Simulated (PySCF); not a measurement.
Members of one series of related molecules.

All values: CAM-B3LYP/def2-SVPD (PySCF) at PBE0-D3(BJ)/def2-SVP geometries, gas phase, one conformer each. Core orbitals are frozen in the response; Δα² is half the sum of the squared differences of the principal polarisabilities.

(1) Rank by dipole moment, highest first.
A. `[CH2:1]=[CH:2][SiH2:3][SiH2:4][SiH3:5]` with C1–C2–Si3–Si4 -110°, C2–Si3–Si4–Si5 180°
B. `[N:1]#[C:2][SiH2:3][SiH2:4][SiH3:5]` with C2–Si3–Si4–Si5 -54°
C. `[BH2:1][SiH2:2][SiH2:3][SiH3:4]` with H–B1–Si2–Si3 84° and -90°, B1–Si2–Si3–Si4 -62°
D. `[SiH3:1][SiH2:2][SiH2:3][CH:4]1[CH2:5][CH2:6]1` with Si1–Si2–Si3–C4 78°, Si2–Si3–C4–C5 44°
E. `[H]/[N:1]=[CH:2]\[SiH2:3][SiH2:4][SiH3:5]` with N1–C2–Si3–Si4 -93°, C2–Si3–Si4–Si5 56°

(2) Rank by polarisability anisotropy Δα, lowest first.
A. `[SiH3:1][SiH2:2][SiH2:3][CH:4]1[CH2:5][CH2:6]1` with Si1–Si2–Si3–C4 78°, Si2–Si3–C4–C5 44°
B. `[BH2:1][SiH2:2][SiH2:3][SiH3:4]` with H–B1–Si2–Si3 84° and -90°, B1–Si2–Si3–Si4 -62°
C. `[CH2:1]=[CH:2][SiH2:3][SiH2:4][SiH3:5]` with C1–C2–Si3–Si4 -110°, C2–Si3–Si4–Si5 180°

(3) Rank by mean static polarisability, highest first.
A. `C=C[SiH2][SiH2][SiH3]`
B. `B[SiH2][SiH2][SiH3]`
C. `N#C[SiH2][SiH2][SiH3]`
D. `[SiH3][SiH2][SiH2]C1CC1`

Answers

(1) B (3.72 D), E (1.97 D), D (1.01 D), A (0.85 D), C (0.20 D).

(2) A (3.88 Å³), B (4.18 Å³), C (8.40 Å³).

(3) D (18.10 Å³), A (17.49 Å³), B (16.03 Å³), C (15.28 Å³).

All values together:

| SMILES | formula | μ (D) | HOMO (eV) | LUMO (eV) | α (Å³) | Δα (Å³) | electrons | α per electron (Å³) | ΔSCF removal energy (eV) |
| --- | --- | --- | --- | --- | --- | --- | --- | --- | --- |
| B[SiH2][SiH2][SiH3] | BH9Si3 | 0.20 | -9.02 | -1.40 | 16.03 | 4.18 | 56 | 0.286 | 9.67 |
| [H]/N=C\[SiH2][SiH2][SiH3] | CH9NSi3 | 1.97 | -8.67 | -0.12 | 16.18 | 3.82 | 64 | 0.253 | 9.43 |
| [SiH3][SiH2][SiH2]C1CC1 | C3H12Si3 | 1.01 | -9.03 | 0.89 | 18.10 | 3.88 | 72 | 0.251 | 9.64 |
| C=C[SiH2][SiH2][SiH3] | C2H10Si3 | 0.85 | -8.71 | 0.36 | 17.49 | 8.40 | 64 | 0.273 | 9.32 |
| N#C[SiH2][SiH2][SiH3] | CH7NSi3 | 3.72 | -9.67 | 0.23 | 15.28 | 3.74 | 62 | 0.246 | 10.35 |

Conformers: `[BH2:1][SiH2:2][SiH2:3][SiH3:4]` with H–B1–Si2–Si3 84° and -90°, B1–Si2–Si3–Si4 -62°; `[H]/[N:1]=[CH:2]\[SiH2:3][SiH2:4][SiH3:5]` with N1–C2–Si3–Si4 -93°, C2–Si3–Si4–Si5 56°; `[SiH3:1][SiH2:2][SiH2:3][CH:4]1[CH2:5][CH2:6]1` with Si1–Si2–Si3–C4 78°, Si2–Si3–C4–C5 44°; `[CH2:1]=[CH:2][SiH2:3][SiH2:4][SiH3:5]` with C1–C2–Si3–Si4 -110°, C2–Si3–Si4–Si5 180°; `[N:1]#[C:2][SiH2:3][SiH2:4][SiH3:5]` with C2–Si3–Si4–Si5 -54°.

Q: By how much does the ΔSCF value exceed −ε(HOMO) over the species that have both?

A: By 0.61 to 0.76 eV, 0.66 eV on average, over 5 species.
